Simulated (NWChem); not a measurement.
The numbers come from NWChem runs, not from measurements. System: sulfur trioxide (O3S), charge 0, spin multiplicity 1, at a geometry optimised with B3LYP/def2-SVP. Level: RHF/def2-TZVP.

Part of the output:

```
             Northwest Computational Chemistry Package (NWChem) 7.3.0
             --------------------------------------------------------

                                NWChem Input Module
                                -------------------

 Scaling coordinates for geometry "geometry" by  1.889725989
 (inverse scale =  0.529177249)

 Turning off AUTOSYM since
 SYMMETRY directive was detected!

                             Geometry "geometry" -> ""
                             -------------------------

 Output coordinates in angstroms (scale by  1.889725989 to convert to a.u.)

  No.       Tag          Charge          X              Y              Z
 ---- ---------------- ---------- -------------- -------------- --------------
    1 O                    8.0000     0.00000000     0.00000000     1.45139300
    2 S                   16.0000     0.00000000     0.00000000     0.00000300
    3 O                    8.0000    -1.25694700     0.00000000    -0.72569900
    4 O                    8.0000     1.25694700     0.00000000    -0.72569900

 Effective nuclear repulsion energy (a.u.)     180.4221728855

            Nuclear Dipole moment (a.u.)
            ----------------------------
        X                 Y               Z
 ---------------- ---------------- ----------------
     0.0000000000     0.0000000000     0.0000151178

      Symmetry information
      --------------------

 Group name             C2v
 Group number             16
 Group order               4
 No. of unique centers     3

      Symmetry unique atoms

     1    2    3


 Summary of "ao basis" -> "" (spherical)
 ------------------------------------------------------------------------------
       Tag                 Description            Shells   Functions and Types
 ---------------- ------------------------------  ------  ---------------------
 *                         def2-tzvp                  on all atoms

 Summary of "ao basis" -> "ao basis" (spherical)
 ------------------------------------------------------------------------------
       Tag                 Description            Shells   Functions and Types
 ---------------- ------------------------------  ------  ---------------------
 O                         def2-tzvp                11       31   5s3p2d1f
 S                         def2-tzvp                13       37   5s5p2d1f

                                 NWChem SCF Module
                                 -----------------
[...]
  ----- ------------  ---------------      ----- ------------  ---------------
    75      0.310995  3 O  py               106     -0.310995  4 O  py
    78      0.285418  3 O  py               109     -0.285418  4 O  py
    81      0.179887  3 O  py               112     -0.179887  4 O  py

 Vector   20  Occ=2.000000D+00  E=-5.407702D-01  Symmetry=b1
              MO Center= -1.0D-14,  9.1D-22, -3.7D-05, r^2= 2.6D+00
   Bfn.  Coefficient  Atom+Function         Bfn.  Coefficient  Atom+Function
  ----- ------------  ---------------      ----- ------------  ---------------
     6      0.282294  1 O  px                 9      0.258529  1 O  px
    76      0.244481  3 O  pz               107     -0.244481  4 O  pz
    79      0.223900  3 O  pz               110     -0.223900  4 O  pz
    12      0.163903  1 O  px

 Vector   21  Occ=0.000000D+00  E= 4.286068D-02  Symmetry=b2
              MO Center= -2.0D-16,  7.4D-18,  9.3D-07, r^2= 2.2D+00
   Bfn.  Coefficient  Atom+Function         Bfn.  Coefficient  Atom+Function
  ----- ------------  ---------------      ----- ------------  ---------------
    50      0.606121  2 S  py                47      0.523440  2 S  py
    13     -0.300582  1 O  py                81     -0.300580  3 O  py
   112     -0.300580  4 O  py                 7     -0.210061  1 O  py
    75     -0.210060  3 O  py               106     -0.210060  4 O  py
    44      0.207415  2 S  py                10     -0.188553  1 O  py

 Vector   22  Occ=0.000000D+00  E= 7.024659D-02  Symmetry=a1
              MO Center= -1.4D-16,  1.4D-16, -4.0D-06, r^2= 2.3D+00
   Bfn.  Coefficient  Atom+Function         Bfn.  Coefficient  Atom+Function
  ----- ------------  ---------------      ----- ------------  ---------------
    36      2.515949  2 S  s                  5     -0.555950  1 O  s
    73     -0.555932  3 O  s                104     -0.555932  4 O  s
    14      0.443871  1 O  pz                80     -0.384400  3 O  px
   111      0.384400  4 O  px                82     -0.221935  3 O  pz
   113     -0.221935  4 O  pz                11      0.214698  1 O  pz

 Vector   23  Occ=0.000000D+00  E= 2.691949D-01  Symmetry=a1
              MO Center=  3.2D-11,  8.3D-18, -8.9D-02, r^2= 5.2D+00
   Bfn.  Coefficient  Atom+Function         Bfn.  Coefficient  Atom+Function
  ----- ------------  ---------------      ----- ------------  ---------------
    51      3.196789  2 S  pz                 5     -2.550377  1 O  s
    73      1.275168  3 O  s                104      1.275168  4 O  s
    14      0.970511  1 O  pz                80      0.667010  3 O  px
   111     -0.667010  4 O  px                48      0.619531  2 S  pz
    59      0.306754  2 S  d  0              82     -0.184792  3 O  pz

 center of mass
 --------------
 x =   0.00000000 y =   0.00000000 z =   0.00000038

 moments of inertia (a.u.)
 ------------------
         180.485275663743           0.000000000000           0.000000000000
           0.000000000000         360.971225555517           0.000000000000
           0.000000000000           0.000000000000         180.485949891774

  Mulliken analysis of the total density
  --------------------------------------

    Atom       Charge   Shell Charges
 -----------   ------   -------------------------------------------------------
    1 O    8     8.45   0.79  1.18  0.59  0.98  0.33  1.78  1.99  0.76  0.00  0.04  0.00
    2 S   16    14.66   2.01  0.48  1.48  0.97  0.29  4.17  1.70  0.83  1.42  0.22  0.38  0.59  0.12
    3 O    8     8.45   0.79  1.18  0.59  0.98  0.33  1.78  1.99  0.76  0.00  0.04  0.00
    4 O    8     8.45   0.79  1.18  0.59  0.98  0.33  1.78  1.99  0.76  0.00  0.04  0.00

       Multipole analysis of the density wrt the origin
       ------------------------------------------------

     L   x y z        total         open         nuclear
     -   - - -        -----         ----         -------
     0   0 0 0     -0.000000      0.000000     40.000000

     1   1 0 0      0.000000      0.000000      0.000000
     1   0 1 0      0.000000      0.000000      0.000000
     1   0 0 1      0.000023      0.000000      0.000015

     2   2 0 0    -23.897449      0.000000     90.271693
     2   1 1 0      0.000000      0.000000      0.000000
     2   1 0 1      0.000000      0.000000      0.000000
     2   0 2 0    -18.527930      0.000000      0.000000
     2   0 1 1      0.000000      0.000000      0.000000
     2   0 0 2    -23.897408      0.000000     90.271355

 Task  times  cpu:        2.4s     wall:        2.4s

 Total times  cpu:        2.4s     wall:        2.4s
```

### Question
Write an NWChem input that would produce this output.

### Answer
One answer among several that fit: 
```
start mol
memory heap 200 mb stack 900 mb global 1100 mb
geometry units angstroms nocenter noautoz
  O      0.000000     0.000000     1.451393
  S      0.000000     0.000000     0.000003
  O     -1.256947     0.000000    -0.725699
  O      1.256947     0.000000    -0.725699
  symmetry group C2v
end
basis spherical
  * library def2-tzvp
end
scf
  rhf
  nopen 0
  maxiter 100
  thresh 1e-7
  semidirect memsize 60000000 filesize 0
end
task scf energy
```
